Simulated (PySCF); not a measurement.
PySCF 2.14 output of an unrestricted TPSSh calculation on a single atom or ion in aug-cc-pwCVTZ (8s7p5d3f, 75 functions), with the non-relativistic Hamiltonian (point nucleus):

```
SCF conv_tol = 1e-09
number electrons alpha = 9  beta = 9
    V. N. Staroverov, G. E. Scuseria, J. Tao, and J. P. Perdew.,  J. Chem. Phys. 119, 12129 (2003)
cycle= 1 E= -460.305386330171  delta_E= -0.00557  |g|= 0.0143  |ddm|= 0.153
cycle= 2 E= -460.305305015751  delta_E= 8.13e-05  |g|= 0.019  |ddm|= 0.0414
cycle= 3 E= -460.30548726058  delta_E= -0.000182  |g|= 0.000858  |ddm|= 0.0252
cycle= 4 E= -460.305487254385  delta_E= 6.19e-09  |g|= 0.000245  |ddm|= 0.000536
cycle= 5 E= -460.305487292563  delta_E= -3.82e-08  |g|= 4.51e-06  |ddm|= 0.000384
cycle= 6 E= -460.305487292576  delta_E= -1.3e-11  |g|= 2.93e-07  |ddm|= 9.65e-06
converged SCF energy = -460.305487292576  <S^2> = -2.1316282e-14  2S+1 = 1
```

The run itself started from symmetry-adapted Hartree-Fock orbitals and held the occupation by maximum overlap, on a logarithmic radial grid, so the iterations belong to that start.

Problem. Which element, charge and spin multiplicity is this?

Solution. Cl⁻ (chlorine, charge -1), multiplicity 1; the state was [Ar], closed-shell 1S.

The outer electron is barely bound at this level, so radii and moments hang on the diffuse functions.
